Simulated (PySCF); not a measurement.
## SMILES CB(C)C(F)=C=CF, C5H7BF2

Molfile (atoms numbered from 1):
```
C5H7BF2
     RDKit          3D

 15 14  0  0  0  0  0  0  0  0999 V2000
   -0.7777    1.2210    0.6838 C   0  0  0  0  0  0  0  0  0  0  0  0
   -0.7358   -0.1163   -0.1260 B   0  0  0  0  0  0  0  0  0  0  0  0
   -2.0310   -0.8870   -0.5480 C   0  0  0  0  0  0  0  0  0  0  0  0
    0.6480   -0.7420   -0.5457 C   0  0  0  0  0  0  0  0  0  0  0  0
    0.6050   -1.8298   -1.3384 F   0  0  0  0  0  0  0  0  0  0  0  0
    1.8192   -0.2781   -0.1510 C   0  0  0  0  0  0  0  0  0  0  0  0
    2.9356    0.2749    0.2475 C   0  0  0  0  0  0  0  0  0  0  0  0
    3.5553   -0.0454    1.3814 F   0  0  0  0  0  0  0  0  0  0  0  0
    0.1719    1.5204    1.1490 H   0  0  0  0  0  0  0  0  0  0  0  0
   -1.5788    1.2177    1.4400 H   0  0  0  0  0  0  0  0  0  0  0  0
   -1.0587    2.0138   -0.0366 H   0  0  0  0  0  0  0  0  0  0  0  0
   -2.9563   -0.3000   -0.4599 H   0  0  0  0  0  0  0  0  0  0  0  0
   -1.9566   -1.3334   -1.5514 H   0  0  0  0  0  0  0  0  0  0  0  0
   -2.1196   -1.7471    0.1447 H   0  0  0  0  0  0  0  0  0  0  0  0
    3.4633    1.0486   -0.3216 H   0  0  0  0  0  0  0  0  0  0  0  0
  1  2  1  0
  2  3  1  0
  2  4  1  0
  4  5  1  0
  4  6  2  0
  6  7  2  0
  7  8  1  0
  1  9  1  0
  1 10  1  0
  1 11  1  0
  3 12  1  0
  3 13  1  0
  3 14  1  0
  7 15  1  0
M  END
```

Method: quadratic response CAM-B3LYP/aug-cc-pVDZ first hyperpolarisability, Taylor convention, gas phase (PySCF). Geometry: PBE0-D3(BJ)/def2-SVP.

Task: Give the tensor of the second harmonic β(−2ω;ω,ω) at 1064 nm in the axes of these coordinates.

Result: In au, Taylor convention; rows are the first index (the induced dipole):
```
       xx     yy     zz      xy     xz     yz
x  +233.8  -17.7  +19.4  -101.7   -9.5  -18.2
y   -91.0  -41.7   -0.9   -16.1  -16.3   +1.4
z    -3.2   +0.7  +17.7   -17.5  +19.3   -1.6
```
Norm of βᵢ = ⅓ Σⱼ (βᵢⱼⱼ + βⱼᵢⱼ + βⱼⱼᵢ): 275.8 au, hyper-Rayleigh value 119.4 au.
